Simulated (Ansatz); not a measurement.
Consider the substitution at a C–S bond: `CSB(C)C` + `OC1=NCN1` → `CN1CN=C1O` + `CB(C)S`.

Program: Ansatz. Geometries: PBE0-D4/def2-TZVP. ΔE: electronic, gas phase. CCSD(T)/CBS is the MP2 limit (def2-TZVPP, def2-QZVPP) plus CCSD(T) − MP2 in def2-TZVPP, frozen cores. Functionals use def2-TZVPP. B3LYP here is the variant with VWN-RPA as its local correlation; programs differ in this. One conformer a species, not always the lowest.

`CSB(C)C`:

Cartesian coordinates in Å:
```
C 0.469 -0.355 2.253
S -0.177 0.996 1.242
B -0.220 0.377 -0.432
C 0.269 -1.067 -0.806
C -0.750 1.379 -1.517
H -0.216 -1.202 2.253
H 0.567 0.019 3.271
H 1.447 -0.675 1.897
H -0.065 -1.834 -0.103
H 1.366 -1.094 -0.784
H -0.038 -1.363 -1.812
H -0.999 2.375 -1.147
H -0.011 1.484 -2.320
H -1.644 0.959 -1.993
```

`OC1=NCN1`:

Cartesian coordinates in Å:
```
O -0.031 -1.113 1.689
C 0.084 -0.466 0.542
N 1.089 -0.261 -0.232
C 0.145 0.542 -1.038
N -0.966 0.125 -0.138
H 0.844 -1.448 1.922
H 0.016 0.189 -2.063
H 0.355 1.613 -1.010
H -1.536 0.820 0.328
```

`CN1CN=C1O`:

Cartesian coordinates in Å:
```
C 0.800 0.597 1.160
N 0.480 0.168 -0.180
C 0.323 -1.252 -0.582
N -0.970 -0.917 -1.224
C -0.778 0.259 -0.736
O -1.519 1.355 -0.746
H 1.853 0.395 1.361
H 0.192 0.101 1.929
H 0.644 1.674 1.235
H 1.096 -1.597 -1.272
H 0.218 -1.930 0.269
H -2.338 1.147 -1.214
```

`CB(C)S`:

Z-matrix (Å, degrees):
```
C
B 1 1.567
H 1 1.094 2 111.4
H 1 1.098 2 108.1 3 -115.7
H 1 1.091 2 115.1 3 124.3
C 2 1.568 1 121.3 3 40.5
S 2 1.796 1 122.3 3 -140.4
H 6 1.095 2 110.6 1 47.8
H 6 1.091 2 115.2 1 171.3
H 6 1.097 2 108.8 1 -67.8
H 7 1.344 2 99.1 1 2.1
```

Question: Is it downhill or uphill in electronic energy at CCSD(T)/CBS, and by how much? (An estimate is asked.)

Answer: Ansatz gave: Uphill: ΔE = +10.0 kJ/mol.

Question: What do these levels give: PBE-D4, B97M-V, r2SCAN0-D4, ωB97X-V, PBE-QIDH, r2SCAN, B3LYP, CAM-B3LYP, LC-ωPBE, MP2/def2-SVP, CCSD(T)/def2-SVP, HF/CBS(def2)? (Estimate.)

Answer: Computed: PBE-D4 10.9, B97M-V 9.8, r2SCAN0-D4 10.1, ωB97X-V 7.7, PBE-QIDH 9.2, r2SCAN 10.4, B3LYP 6.9, CAM-B3LYP 5.2, LC-ωPBE 9.1, MP2/def2-SVP -8.2, CCSD(T)/def2-SVP -10.6, HF/CBS(def2) 2.1 kJ/mol.

Largest T1 diagnostic among the species: 0.013.

Leaving LDA and LC-ωPBE aside and taking each functional with its dispersion term where it has one, the values, not all of them listed here, spread over 5.5 kJ/mol, from CAM-B3LYP-D4 to PBE-D4. LDA lies −3.4 kJ/mol from PBE without D4. At CCSD(T), def2-SVP lies −20.6 kJ/mol from the extrapolated value and def2-TZVPP −3.3 kJ/mol. In def2-TZVPP, CCSD(T) changes the Hartree–Fock value by +4.8 kJ/mol (the triples alone add +1.0 kJ/mol) and MP2 by +6.8 kJ/mol.
